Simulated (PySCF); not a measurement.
## Mayer bond orders and bond lengths

Compound: C4H10N2OSi2.
Numbering: `[CH3:1][c:2]1[n:3][cH:4][o:5][c:6]1[N:7]([SiH3:8])[SiH3:9]` (hydrogens: H10, H11, H12 on C1; H13 on C4; H14, H15, H16 on Si8; H17, H18, H19 on Si9)

Structure used (GFN2-xTB), in Å, numbered top down from 1:
```xyz
19
C4H10N2OSi2 angstrom
C      1.934   -1.456   -0.453
C      1.502   -0.077   -0.098
N      2.441    0.904    0.114
C      1.786    1.966    0.423
O      0.448    1.786    0.438
C      0.265    0.482    0.102
N     -1.033    0.057    0.067
Si    -1.485   -1.458   -0.669
Si    -2.123    1.244    0.771
H      2.954   -1.590   -0.103
H      1.289   -2.198    0.012
H      1.919   -1.608   -1.532
H      2.185    2.929    0.663
H     -0.720   -1.616   -1.903
H     -1.237   -2.556    0.271
H     -2.911   -1.335   -0.949
H     -2.145    2.436   -0.074
H     -3.418    0.571    0.784
H     -1.662    1.529    2.128
```

Bond orders from the PBE0/pcSseg-1 density (PySCF). Isolated species at its GFN2-xTB geometry, gas phase.

Task: Where do the orders between heavy atoms depart from those drawn in the SMILES?

Result: The largest departure is 0.516, at O5–C6 (drawn aromatic, 0.984), counting aromatic bonds as 1.5. Drawn single, order below 0.88: N7–Si9 (0.867). The bonds drawn aromatic range from 0.98 to 1.72.

Task: Set the Mayer orders of the bonds beside their lengths.

Result: 
```tsv
bond	drawn as	length (Å)	Mayer order
C1–C2	single	1.488	1.072
C2–N3	aromatic	1.375	1.257
N3–C4	aromatic	1.285	1.724
C4–O5	aromatic	1.350	1.055
O5–C6	aromatic	1.360	0.984
C6–N7	single	1.366	0.956
N7–Si8	single	1.744	0.880
N7–Si9	single	1.759	0.867
C6–C2	aromatic	1.371	1.529
C1–H10	single	1.087	0.940
C1–H11	single	1.087	0.939
C1–H12	single	1.090	0.945
C4–H13	single	1.070	0.972
Si8–H14	single	1.461	0.937
Si8–H15	single	1.467	0.931
Si8–H16	single	1.459	0.953
Si9–H17	single	1.462	0.935
Si9–H18	single	1.459	0.934
Si9–H19	single	1.461	0.940
```

Bonds between the same two heavy elements. C–C: lowest C1–C2 (1.072, 1.488 Å), highest C6–C2 (1.529, 1.371 Å). C–N: lowest C6–N7 (0.956, 1.366 Å), highest N3–C4 (1.724, 1.285 Å); in 1 of the 3 pairs the longer bond (by over 0.003 Å) has the higher order (by 0.02 or more). C–O: lowest O5–C6 (0.984, 1.360 Å), highest C4–O5 (1.055, 1.350 Å). N–Si: all 2 within 0.02 of one another (0.867 to 0.880).

Task: Sum the orders of all bonds at each heavy atom with more than one neighbour and set the sums beside the valence in the SMILES.

Result: C1 3.896 (drawn 4), C2 3.858 (drawn 4), N3 2.981 (drawn 3), C4 3.751 (drawn 4), O5 2.039 (drawn 2), C6 3.469 (drawn 4), N7 2.703 (drawn 3), Si8 3.701 (drawn 4), Si9 3.676 (drawn 4). Orders between atoms that aren't bonded are not in these sums.

Mayer orders depend on the basis set.
